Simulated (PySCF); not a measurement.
H4Sn (SMILES [SnH4]), singlet, geometry from GFN2-xTB (such geometries of metal compounds can be far from the true shape) (core potentials on Sn), with bond 2-1 at 1.25 times its length; B3LYP/def2-SVP (PySCF).

The PySCF input:
```python
from pyscf import gto, scf, dft

mol = gto.Mole()
mol.atom = '''
    Sn    0.00000000   -0.00000000   -0.00000000
    H    -1.36555364    1.40863023   -0.58825385
    H     0.23178506   -1.07625557   -1.21357383
    H    -0.56018288   -0.78368680    1.32545915
    H     1.42084073    0.73303819    0.35871776
'''
mol.basis = 'def2-svp'
mol.ecp = {'Sn': 'def2-svp'}
mol.verbose = 4
mol.build()

mf = dft.RKS(mol)
mf.xc = 'b3lyp'
mf.kernel()
mo_i, mo_e, stable_i, stable_e = mf.stability(internal=True, external=True, return_status=True, nroots=6, tol=1e-6)
print('internally stable:', stable_i, ' externally stable:', stable_e)
if not stable_e:
    umf = mf.to_uhf() if not hasattr(mf, 'xc') else mf.to_uks()
    umf.scf_summary = {}
    umf.kernel(umf.make_rdm1(mo_e, umf.mo_occ))
mf.analyze()
```

What the program printed (banner, timings and long lists left out):

```
PySCF version 2.14.0

[INPUT] verbose = 4
[INPUT] num. atoms = 5
[INPUT] num. electrons = 26
[INPUT] charge = 0
[INPUT] spin (= nelec alpha-beta = 2S) = 0
[INPUT] symmetry False subgroup None
[INPUT] Mole.unit = angstrom
[INPUT] Symbol           X                Y                Z      unit          X                Y                Z       unit  Magmom
[INPUT]  1 Sn     0.000000000000   0.000000000000   0.000000000000 AA    0.000000000000   0.000000000000   0.000000000000 Bohr   0.0
[INPUT]  2 H     -1.365553640000   1.408630230000  -0.588253850000 AA   -2.580522388003   2.661925345483  -1.111638668221 Bohr   0.0
[INPUT]  3 H      0.231785060000  -1.076255570000  -1.213573830000 AA    0.438010283166  -2.033828267338  -2.293322170639 Bohr   0.0
[INPUT]  4 H     -0.560182880000  -0.783686800000   1.325459150000 AA   -1.058592222870  -1.480953419437   2.504754782799 Bohr   0.0
[INPUT]  5 H      1.420840730000   0.733038190000   0.358717760000 AA    2.684999846327   1.385241417947   0.677878322417 Bohr   0.0

nuclear repulsion = 28.1182494476604
number of shells = 22
number of NR pGTOs = 89
number of NR cGTOs = 46
basis = def2-svp
ecp = {'Sn': 'def2-svp'}

******** <class 'pyscf.dft.rks.RKS'> ********
method = RKS
initial guess = minao
damping factor = 0
level_shift factor = 0
DIIS = <class 'pyscf.scf.diis.CDIIS'>
diis_start_cycle = 1
diis_space = 8
diis_damp = 0
SCF conv_tol = 1e-09
SCF conv_tol_grad = None
SCF max_cycles = 50
direct_scf = True
direct_scf_tol = 1e-13
XC library pyscf.dft.libxc version 7.1.2
    S. Lehtola, C. Steigemann, M. J. T. Oliveira, and M. A. L. Marques,  SoftwareX 7, 1–5 (2018)
XC functionals = b3lyp
    P. J. Stephens, F. J. Devlin, C. F. Chabalowski, and M. J. Frisch,  J. Phys. Chem. 98, 11623 (1994)
radial grids:
    Treutler-Ahlrichs [JCP 102, 346 (1995); DOI:10.1063/1.469408] (M4) radial grids

becke partition: Becke, JCP 88, 2547 (1988); DOI:10.1063/1.454033
pruning grids: <function nwchem_prune>
grids dens level: 3
symmetrized grids: False
atomic radii adjust function: <function treutler_atomic_radii_adjust>
small_rho_cutoff = 0
Set gradient conv threshold to 3.16228e-05
Initial guess from minao.
tot grids = 61192
init E= -193.835384455793
cycle= 1 E= -215.474462835171  delta_E= -21.6  |g|= 2.35  |ddm|= 6.72
cycle= 2 E= -215.427462206544  delta_E= 0.047  |g|= 2.69  |ddm|= 5.61
cycle= 3 E= -216.709092088086  delta_E= -1.28  |g|= 0.0679  |ddm|= 2.18
cycle= 4 E= -216.709693344486  delta_E= -0.000601  |g|= 0.0436  |ddm|= 0.172
cycle= 5 E= -216.710595623245  delta_E= -0.000902  |g|= 0.00602  |ddm|= 0.0806
cycle= 6 E= -216.710617933852  delta_E= -2.23e-05  |g|= 0.000979  |ddm|= 0.0124
cycle= 7 E= -216.710618444582  delta_E= -5.11e-07  |g|= 0.000114  |ddm|= 0.00143
cycle= 8 E= -216.710618450368  delta_E= -5.79e-09  |g|= 9.49e-06  |ddm|= 0.000185
cycle= 9 E= -216.710618450398  delta_E= -2.94e-11  |g|= 4.85e-07  |ddm|= 1.68e-05
Extra cycle  E= -216.710618450397  delta_E= 4.83e-13  |g|= 3.79e-07  |ddm|= 1.58e-06
converged SCF energy = -216.710618450397
rhf_internal: lowest eigs of H = [1.13547969 1.13548002 1.23087181 1.23087262 1.26383372 1.31153369]
<class 'pyscf.dft.rks.RKS'> wavefunction is stable in the internal stability analysis
rhf_real2complex: lowest eigs of H = [0.22988464 0.26975889 0.26975892 0.29047837 0.2904784  0.3031757 ]
<class 'pyscf.dft.rks.RKS'> wavefunction is stable in the real -> complex stability analysis
rhf_external: lowest eigs of H = [0.13126492 0.23288627 0.23288646 0.24952452 0.26518603 0.26518612]
<class 'pyscf.dft.rks.RKS'> wavefunction is stable in the RHF/RKS -> UHF/UKS stability analysis
internally stable: True  externally stable: True
**** SCF Summaries ****
Total Energy =                        -216.710618450397021
Nuclear Repulsion Energy =              28.118249447660357
One-electron Energy =                 -434.302335513850494
Two-electron Energy =                  189.473467615793112
Two-electron Coulomb Energy =          209.019569604672967
DFT Exchange-Correlation Energy =      -19.546101988879858
**** MO energy ****
MO #1   energy= -5.10523732917911  occ= 2
MO #2   energy= -3.44629650553981  occ= 2
MO #3   energy= -3.44550388837621  occ= 2
MO #4   energy= -3.44550388329656  occ= 2
MO #5   energy= -1.03164664443104  occ= 2
MO #6   energy= -1.03164663001572  occ= 2
MO #7   energy= -1.02775265932258  occ= 2
MO #8   energy= -1.02513553956444  occ= 2
MO #9   energy= -1.02513552200061  occ= 2
MO #10  energy= -0.528018821608117 occ= 2
MO #11  energy= -0.337308890791259 occ= 2
MO #12  energy= -0.33730886476259  occ= 2
MO #13  energy= -0.300007669494081 occ= 2
MO #14  energy= -0.0214525860888033 occ= 0
MO #15  energy= 0.0344154879270463 occ= 0
MO #16  energy= 0.0344155293361115 occ= 0
MO #17  energy= 0.0438072655593782 occ= 0
MO #18  energy= 0.167153451109828  occ= 0
MO #19  energy= 0.207917193507121  occ= 0
MO #20  energy= 0.207917285331033  occ= 0
MO #21  energy= 0.233942897878031  occ= 0
Dipole moment(X, Y, Z, Debye):  0.52155, -0.53800,  0.22467
```
